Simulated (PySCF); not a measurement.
Löwdin shares of the frontier orbitals

C7H13BO2.
Geometry (PBE0-D3(BJ)/def2-SVP, Å), atoms numbered from 1 in this order:
```
atom  x, y, z in Å
C1     3.6477    0.7581   -0.5304
C2     2.3775    0.6898   -0.9320
C3     1.2879   -0.0693   -0.2501
C4     0.6455   -1.1692   -1.1227
C5    -0.8292   -1.2714   -0.6717
C6    -0.9994   -0.2621    0.4782
B7    -2.4184    0.4010    0.6267
O8    -2.8374    0.7688    1.8743
O9    -3.1520    0.6229   -0.5048
C10    0.0855    0.7833    0.1739
H11    4.3950    1.3346   -1.0819
H12    3.9864    0.2363    0.3708
H13    2.0780    1.2269   -1.8432
H14    1.7006   -0.5360    0.6614
H15    0.7076   -0.8845   -2.1858
H16    1.1945   -2.1176   -1.0263
H17   -1.1059   -2.2904   -0.3614
H18   -1.5006   -1.0054   -1.5021
H19   -0.7312   -0.7417    1.4354
H20   -3.6919    1.2091    1.9075
H21   -3.9907    1.0739   -0.3726
H22    0.3113    1.4475    1.0220
H23   -0.2285    1.4222   -0.6724
```

Computed, not measured: TDDFT CAM-B3LYP/def2-SVPD, vertical, gas phase, core orbitals frozen in the response in PySCF.

Kohn–Sham orbitals with the atoms that hold most of them (Löwdin shares over 4%, at most four atoms; ? is withheld):

```
orbital  ε (eV)                            atoms
 HOMO-3  -10.43  C10 16%, C6 15%, C3 14%, C2 10%
 HOMO-2  -10.10  C3 17%, C6 15%, C4 12%, C10 10%
 HOMO-1   -9.93                                ?
   HOMO       ?    C1 36%, C2 31%, C3 7%, C10 5%
   LUMO    0.21                                ?
 LUMO+1    1.56   C1 32%, C2 30%, H12 6%, H11 6%
 LUMO+2    1.70    C1 12%, C4 9%, H16 8%, H17 6%
```

(1) Give the leading atoms of the HOMO-1.

(2) Give the leading atoms of the LUMO.

(3) What is the HOMO energy, and the HOMO–LUMO gap?

Answers

(1) C6 (bonded to B, 2 C and H) 19%; C5 (bonded to 2 C and 2 H) 16%; C4 (bonded to 2 C and 2 H) 10%; H18 (bonded to C) 10%. By element: carbon 45% or more, hydrogen 10% or more.

(2) B7 (bonded to C and 2 O) 35%; O9 (bonded to B and H) 18%; O8 (bonded to B and H) 17%; H21 (bonded to O) 12%. By element: boron 35%, oxygen 35%, hydrogen 12% or more.

(3) ε(HOMO) = -8.45 eV; the gap is 8.65 eV (0.3181 hartree).

Problem. How does S1 compare with the orbital gap of 8.65 eV?

Solution. S1 is at 7.09 eV (f = 0.0040), 1.56 eV below the gap, made of HOMO→LUMO (72%), HOMO→LUMO+2 (16%). Without the coupling terms of the response equations the lowest excitation would equal the gap.

Problem. One configuration dominates each of S1, S3 and S6. Which, and how do the shares of the two leading atoms of either orbital change from the occupied to the empty one?

Solution. 
- S1 (7.09 eV, f 0.0040), HOMO→LUMO (72%): C1 36% → at most 12%, C2 31% → at most 12%, B7 at most 6% → 35%, O9 at most 6% → 18%
- S3 (7.29 eV, f 0.571), HOMO→LUMO+1 (84%): C1 36% → 32%, C2 31% → 30%
- S6 (7.85 eV, f 0.028), HOMO-1→LUMO (70%): C6 19% → at most 12%, C5 16% → at most 12%, B7 at most 10% → 35%, O9 at most 10% → 18%

One conformer stands for the species.
